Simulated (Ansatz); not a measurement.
Al₂S₃. Total charge 0; singlet. Geometry PBE-D4/def2-SVP, basis def2-TZVP, Ansatz.

Cartesian coordinates in Å:
```
Al 1.3089 0.6806 -1.4592
Al -0.3765 -0.7117 1.9127
S 0.3236 -1.5067 -0.4595
S -1.1751 0.0395 -0.5723
S -0.0809 1.4984 0.5783
```

```
run  HOMO (eV)  LUMO (eV)
  A      -4.87      -3.09
  B      -5.73      -2.18
  C      -7.56       0.95
  D      -7.97       0.01
  E      -5.03      -3.06
```

LC-ωPBE has ω = 0.4 bohr⁻¹. Another isomer (singlet) lies 1.67 eV lower at PBE0-D4/def2-TZVP; other spin states weren't run for this one.

Q: The runs used HF, LC-ωPBE, PBE, PBE0, r2SCAN. Estimate which is which.

A: A PBE (0 % exact exchange); B PBE0 (25 % exact exchange); C HF (100 % exact exchange); D LC-ωPBE (range-separated); E r2SCAN (0 % exact exchange). Exact exchange lowers occupied and raises empty levels; among semilocal functionals meta-GGAs tend to open the gap a little, and such runs are hard to tell apart. The gap grows from 1.78 eV (PBE) to 8.52 eV (HF).
